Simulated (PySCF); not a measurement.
CH₆OSi (SMILES C[SiH2]O), singlet, at a GFN2-xTB geometry. Base run: B3LYP/6-31G*, polarisability (PySCF).

PySCF was given this input:
```python
from pyscf import gto, scf, dft
from pyscf.prop import polarizability

mol = gto.M(
    atom='''
Si   -0.173983    0.458369    0.184562
C     1.565465   -0.269902   -0.038713
O    -1.323867   -0.553635   -0.368900
H    -0.397832    1.625983   -0.656551
H    -0.389348    0.731492    1.610249
H     1.713503   -1.161687    0.566309
H     2.329065    0.445080    0.249722
H     1.749830   -0.544005   -1.074306
H    -1.371316   -1.465537   -0.095823
''',
    basis='6-31g*',
    charge=0,
    spin=0,
    verbose=4,
)

mf = dft.RKS(mol)
mf.xc = 'b3lyp'
mf.kernel()
alpha = mf.Polarizability().polarizability()[2, 2]
print('alpha_zz =', alpha)
```

The base run was repeated with changes; each row names its change, and settings that it needs were set with it.

```
change                                         alpha_zz (bohr³)  basis functions  core-seconds (rough)
---------------------------------------------  ----------------  ---------------  --------------------
base                                                      32.02               58                    10
finite field (a.u.) = 0.005; conv_tol = 1e-11             32.02               58                    10
finite field (a.u.) = 2e-4; conv_tol = 1e-11              32.02               58                    10
finite field (a.u.) = 0.001; conv_tol = 1e-6              32.02               58                     9
basis = aug-cc-pVDZ                                       42.60              127                    40
functional = pbe                                          32.75               58                    10
basis = cc-pVDZ                                               ?               76                    10
basis = 6-31G                                             31.99               43                    10
finite field (a.u.) = 2e-4; conv_tol = 1e-6               27.22               58                     7
functional = hf                                               ?               58                     1
basis = def2-SVP                                          34.80               76                    10
basis = 6-31+G*                                           37.45               70                    10
```

**Question.** Fill in the missing entries.

**Answer.** 
- basis = cc-pVDZ, alpha_zz (bohr³): 35.21
- functional = hf, alpha_zz (bohr³): 30.65

Finite-field rows take the second difference of the energy in a field along z; a small field with loose convergence shows SCF noise divided by the square of the field, and a large one adds hyperpolarisability.
